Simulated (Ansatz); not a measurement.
Compare A (`[AlH2][SiH2]BC[SiH3]`) with its isomer B (`C[SiH2][B]([AlH2])[SiH3]`).

Isolated molecules relaxed with PBE0-D4/def2-TZVP in Ansatz; ΔE leaves out vibrations. CCSD(T)/CBS adds triple-zeta CCSD(T) − MP2 to the extrapolated MP2 energy (def2 sets, frozen cores). DFT in def2-TZVPP. B3LYP here is the variant with VWN-RPA as its local correlation; programs differ in this. Each species was taken in one conformer, which may not be the lowest.

A:

Z-matrix (Å, degrees):
```
Si
B 1 1.996
Al 1 2.459 2 102.8
H 1 1.491 2 114.1 3 -118.7
H 1 1.495 2 113.0 3 116.1
C 2 1.536 1 122.8 3 -94.6
H 2 1.201 1 118.3 3 84.5
H 3 1.589 1 121.6 2 -97.6
H 3 1.590 1 119.6 2 80.2
Si 6 1.899 2 105.1 1 -93.2
H 6 1.095 2 116.0 1 21.1
H 6 1.095 2 115.1 1 152.0
H 10 1.485 6 110.5 2 66.0
H 10 1.486 6 108.6 2 -174.3
H 10 1.486 6 111.0 2 -54.8
```

B:

```xyz
15

C     1.841   -0.626    1.232
Si    0.181    0.248    1.431
B    -0.720    0.061   -0.349
Al   -2.074   -1.475   -0.760
Si   -0.177    1.445   -1.681
H     2.400   -0.574    2.169
H     2.438   -0.153    0.450
H     1.706   -1.679    0.974
H    -0.562   -0.372    2.568
H     0.411    1.678    1.795
H    -3.644   -1.245   -0.630
H    -1.531   -2.911   -1.187
H     1.181    2.018   -1.454
H    -0.272    1.053   -3.116
H    -1.178    2.532   -1.442
```

Which is lower in electronic energy at CCSD(T)/CBS, and by how much? (Estimate.)

Ansatz gave: A, by 52.8 kJ/mol.

Give E(B) − E(A) in kJ/mol with B3LYP-D4, r2SCAN-D4, B2PLYP, PBE0-D4, ωB97M-V, MP2/def2-TZVPP, PBE-D4. (Best estimate.)

Computed: B3LYP-D4 53.3, r2SCAN-D4 54.3, B2PLYP 56.3, PBE0-D4 54.4, ωB97M-V 54.8, MP2/def2-TZVPP 60.0, PBE-D4 53.9. None reverses the order clearly.

Largest T1 diagnostic: 0.014.

In def2-TZVPP, CCSD(T) changes the Hartree–Fock value by +4.4 kJ/mol (the triples alone add +1.5 kJ/mol) and MP2 by +10.4 kJ/mol.
